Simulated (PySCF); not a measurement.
A GIAO shielding run with PySCF 2.14 (density fitting, non-relativistic, gas phase) on `InChI=1S/C5H3ClO2/c6-5(7)4-2-1-3-8-4/h1-3H`:

```
$ OMP_NUM_THREADS=1 python probes_run.py task.json out

{"job": {"kind": "nmr", "xc": "PBE0", "basis": "cc-pVDZ", "pop": true}, "charge": 0, "multiplicity": 1}
O      3.117617     0.785030     0.551180
C      2.410852     0.927489    -0.395693
Cl     3.041631     1.476190    -1.961868
C      0.976679     0.678051    -0.402533
C      0.172053     0.247359     0.624873
C     -1.137840     0.164268     0.086221
C     -1.023760     0.550502    -1.223481
O      0.242378     0.860153    -1.521461
H      0.505876     0.024639     1.635323
H     -2.048723    -0.141178     0.595490
H     -1.743982     0.646905    -2.032245
```

Hardware: 1 thread of an Intel Xeon Platinum 8375C, shared host. The job also computes population analyses, field gradients, ring-centre shieldings.

**Question.** How large is the calculation?

**Answer.** 66 electrons, 131 basis functions and 764 auxiliary functions.

**Question.** How long does it take, and how much memory does it need?

**Answer.** 25 s of wall time, with 15 SCF cycles and 5 response iterations; peak memory 0.73 GiB. Times on a shared host scatter by some tens of per cent.

**Question.** And these other runs on the same molecule and hardware: GIAO shielding at PBE0/IGLO-III; GIAO shielding at PBE0/aug-cc-pVDZ; GIAO shielding at PBE0/cc-pVTZ; GIAO shielding at PBE0/def2-SVP; GIAO shielding at PBE0/def2-TZVP?

**Answer.** PBE0/IGLO-III: 319 functions, 78 s; PBE0/aug-cc-pVDZ: 215 functions, 48 s; PBE0/cc-pVTZ: 286 functions, 87 s; PBE0/def2-SVP: 131 functions, 21 s; PBE0/def2-TZVP: 272 functions, 73 s.
